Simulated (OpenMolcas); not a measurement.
## What dynamic correlation does to the levels of Si

```yaml
Program: OpenMolcas 26.06
Basis: ANO-RCC [8s7p5d4f2g]
Scalar_Hamiltonian: DKH2, point nucleus
Active_space: 2 electrons in 9 orbitals (RAS2 3p; RAS3 3d 4s, at most 1 electron)
State_averaging: 2S+1 = 3 even, 3 roots; 2S+1 = 1 even, 6 roots; 2S+1 = 3 odd, 18 roots; 2S+1 = 1 odd, 18 roots
Spin-orbit_coupling: state interaction with AMFI integrals over the reference wave functions, term energies averaged over their components
```

Methods on the same reference wave functions:
A. RASSCF
B. SS-RASPT2, IPEA 0.25 Eh, imaginary shift 0.1 Eh (closed shells correlated: 2s 2p 3s)
C. MS-RASPT2, IPEA 0.25 Eh, imaginary shift 0.1 Eh (closed shells correlated: 2s 2p 3s)

Energies in cm⁻¹ above 3s² 3p² ³P₀, the measured ground level; measured values from NIST Handbook of Basic Atomic Spectroscopic Data.

| Level | A | B | C | Measured |
| --- | --- | --- | --- | --- |
| 3s² 3p² ³P₀ | 0.0 | 0.0 | 0.0 | 0.0 |
| 3s² 3p² ³P₁ | 66.5 | 66.7 | 66.7 | 77.1 |
| 3s² 3p² ³P₂ | 196 | 195 | 195 | 223 |
| 3s² 3p² ¹D₂ | 8731 | 6030 | 6030 | 6299 |
| 3s² 3p² ¹S₀ | 21278 | 19080 | 19080 | 15394 |
| 3s² 3p 4s ³P°₀ | 39765 | 39860 | 39860 | 39683 |
| 3s² 3p 4s ³P°₁ | 39836 | 39930 | 39930 | 39760 |
| 3s² 3p 4s ³P°₂ | 39999 | 40090 | 40090 | 39955 |
| 3s² 3p 4s ¹P°₁ | 41601 | 41160 | 41160 | 40992 |
| 3s² 3p 3d ³F°₂ | 50121 | 50190 | 50190 |  |
| 3s² 3p 3d ³F°₃ | 50202 | 50240 | 50240 |  |
| 3s² 3p 3d ³F°₄ | 50309 | 50350 | 50350 |  |
| 3s² 3p 3d ¹D°₂ | 51931 | 49950 | 49950 |  |
| 3s² 3p 3d ³D°₁ | 54736 | 52890 | 52890 |  |
| 3s² 3p 3d ³D°₂ | 54759 | 52910 | 52910 |  |
| 3s² 3p 3d ³D°₃ | 54809 | 52960 | 52960 |  |
| 3s² 3p 3d ³P°₂ | 55446 | 54020 | 54020 |  |
| 3s² 3p 3d ³P°₁ | 55515 | 54090 | 54090 |  |
| 3s² 3p 3d ³P°₀ | 55548 | 54130 | 54130 |  |
| 3s² 3p 3d ¹F°₃ | 59466 | 57450 | 57450 |  |
| 3s² 3p 3d ¹P°₁ | 59976 | 57440 | 57440 |  |

Deviations, from unrounded energies. A percentage is the sum of absolute deviations over the sum of measured energies, with the sign that they share, or ± where signs differ.

```
                        Against measurement  Levels      A      B      C
             mean absolute deviation (cm-1)       8   1100    580    580
      fine structure of the ground term (%)       2  -12.7  -12.7  -12.7
other terms of the ground configuration (%)       2  +38.3  ±18.2  ±18.2
                   other configurations (%)       4   +0.5   +0.4   +0.4
```

B, C lie about equally close to measurement and A furthest from it. The largest miss of C in the table is 3s² 3p² ¹S₀, by +3700 cm-1. The ranking rests on the paired levels alone, and a cruder setting can come out closer through cancelling errors.

Between B and C no level of the table moves by more than 5 cm-1.

The two smallest mean deviations differ by little beside CASPT2's spread within terms, so their order carries little weight.

From A to B the spin-free energies of the other terms of 3s² 3p² shown, above ³P, scale by factors of 0.69 to 0.90.

The lowest spin-free term lies below A's lowest term by 0.216 hartree in B, 0.216 hartree in C.

CASPT2 breaks the degeneracy within a term, and the mean is taken; among the terms shown or strongly mixed into the levels shown the widest spread is 180 cm-1 (3s² 3p 3d ¹F°, C). ANO sets are built for valence states and can reach diffuse excited orbitals poorly, and with the s shell closed the s pⁿ⁺¹ terms that mix with these levels are absent. With the s shell closed, the reference lacks s² → p² mixing. Without dynamic correlation excited terms often stand tens of per cent too high (terms of higher spin than the ground term too low), and those without a measured partner can miss by more than the paired ones (holds for A). The CASPT2 spread within a term exceeds the gap to the next term for 3s² 3p 3d ¹P° and 3s² 3p 3d ¹F°, so the order of their levels is uncertain (holds for B; C). Some terms miss by over 15 % even with CASPT2, which points to a basis or an active space too small for the shells correlated (holds for B; C). Computed and measured levels are paired by configuration, term and J; levels that our copy of the source lacks, or whose pairing is in doubt (as where it misses far off the trend of its configuration), stay unpaired and out of the deviations. Only configurations of the active space appear.

° marks odd parity.
